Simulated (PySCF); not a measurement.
## NMR data sheet: C$_{5}$H$_{13}$BO$_{2}$

```
Formula                               : C5H13BO2
SMILES                                : COB(OC)C(C)C
InChI                                 : InChI=1S/C5H13BO2/c1-5(2)6(7-3)8-4/h5H,1-4H3
Point group of the computed structure : C1
Carbon signals                        : 3
Proton signals                        : 3
```

Bonds (- single, = double, # triple, : aromatic): C1-O2, O2-B3, B3-O4, O4-C5, B3-C6, C6-C7, C6-C8. C1 carries H9, H10, H11; C5 carries H12, H13, H14; C6 carries H15; C7 carries H16, H17, H18; C8 carries H19, H20, H21.

PySCF calculation with geometry: PBE0-D3(BJ)/def2-SVP and shielding tensors at CAM-B3LYP/pcSseg-1 (GIAO); isolated molecule, no relativistic terms, one averaged value for each set of equivalent atoms, one conformer.

Shifts are taken against calculated references (same method and geometry level): 1H (σref 31.33), 13C (σref 182.45) vs TMS; 11B (σref 99.35) against BF3·OEt2; 17O (σref 338.55) against H2O.

```tsv
carbon	δC, type	δH (multiplicity)	HMBC from (2–3 bonds)	span of the C tensor (ppm)
C1/C5	52.2, CH3	3.64 (s)	–	77
C6	12.3, CH	0.87 (m)	H16/H17/H18/H19/H20/H21	14
C7/C8	19.2, CH3	0.90 (m)	H16/H17/H18/H19/H20/H21, H15	34
```

Other nuclei:
```
atoms  nucleus             environment  δ (ppm)  σ (ppm)
   B3      11B  boron bonded to C, 2 O     31.3     68.1
O2/O4      17O   oxygen bonded to C, B    102.4    236.2
```

- δC 52.2: methyl carbon bonded to O; pulled downfield by the heteroatom.
- δC 19.2: methyl carbon; aliphatic region, no heteroatom directly attached.
- δC 12.3: sp3 CH bonded to B.
- δH 3.64: hydrogen on a methyl carbon bonded to O; its carbon carries O, hence the downfield position.
- δH 0.90: hydrogen on a methyl carbon.

A carbon bonded to boron is broadened by the quadrupolar boron nucleus and is often missing from a measured spectrum. Shifts are as computed, not scaled to solution data. Of 1211 compounds with measured shifts, 218 miss one by over three times the rms of a fit or turn the order of signals round; such compounds aren't used in these exercises. Experimental scales use liquid or dissolved standards, which lie at an offset from isolated H2O (liquid H2O: subtract about 36 ppm). Multiplicities follow the n + 1 count of equivalent neighbours, as no J values were calculated; m marks all less simple cases, F and P coupling included.
